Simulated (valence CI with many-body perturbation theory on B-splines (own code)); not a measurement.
# Missing levels of Sn⁴²⁺

Calculated by configuration interaction combined with many-body perturbation theory (CI+MBPT): six valence electrons over a frozen Dirac-Fock core [He], a basis of 9 s, 9 p, 8 d, 6 f, 3 g, 1 h functions for each j, with the one-electron correlation potential Σ1, the two-electron term Σ2, the three-electron term Σ3, Breit, model QED; selected CI, second order for the rest, scaled by the run's own slope (own B-spline code, finite nucleus).

The last digits are not significant, and no measured levels were compared; by estimate large intervals hold to a few tenths of a per cent, small ones and those within an open d or f shell to about a per cent. Among the levels kept, up to 2200 cm⁻¹ of a level comes from second order outside the variational space, and about a tenth of that is noise between levels of different J, which matters for small intervals.

```tsv
Level	E (eV)
(2s^2 2p1/2^2 2p3/2^2) J=2	0.0
(2s^2 2p1/2^2 2p3/2^2) J=0	33.8
(2s^2 2p1/2 2p3/2^3) J=1	236.1
(2s^2 2p1/2 2p3/2^3) J=2	252.0
(2s 2p1/2^2 2p3/2^3) J=2	471.2
(2s^2 2p3/2^4) J=0	500.5
(2s 2p1/2^2 2p3/2^3) J=1	518.1
(2s 2p1/2 2p3/2^4) J=0	?
(2s 2p1/2 2p3/2^4) J=1	745.4
(2p1/2^2 2p3/2^4) J=0	1019.9
(2s^2 2p1/2^2 2p3/2 3s) J=2	?
(2s^2 2p1/2^2 2p3/2 3s) J=1	3775.1
(2s^2 2p1/2^2 2p3/2 3p1/2) J=1	3837.5
(2s^2 2p1/2^2 2p3/2 3p1/2) J=2	3839.3
(2s^2 2p1/2^2 2p3/2 3p3/2) J=3	3905.4
(2s^2 2p1/2^2 2p3/2 3p3/2) J=1	3905.5
(2s^2 2p1/2^2 2p3/2 3p3/2) J=2	?
(2s^2 2p1/2^2 2p3/2 3p3/2) J=0	?
(2s^2 2p1/2^2 2p3/2 3d3/2) J=2	?
(2s^2 2p1/2^2 2p3/2 3d3/2) J=3	?
```

Levels are named by their leading jj configuration (3d3/2^4 stands for four electrons in 3d with j = 3/2), which in mixed levels can hold well under half, so a name can repeat and another be missing.

(1) The levels stand in rising order. What does the calculation give for the missing energies?

Answers

(1) (2s 2p1/2 2p3/2^4) J=0 714.5; (2s^2 2p1/2^2 2p3/2 3s) J=2 3768.9; (2s^2 2p1/2^2 2p3/2 3p3/2) J=2 3922.1; (2s^2 2p1/2^2 2p3/2 3p3/2) J=0 3937.5; (2s^2 2p1/2^2 2p3/2 3d3/2) J=2 3981.1; (2s^2 2p1/2^2 2p3/2 3d3/2) J=3 3985.8.
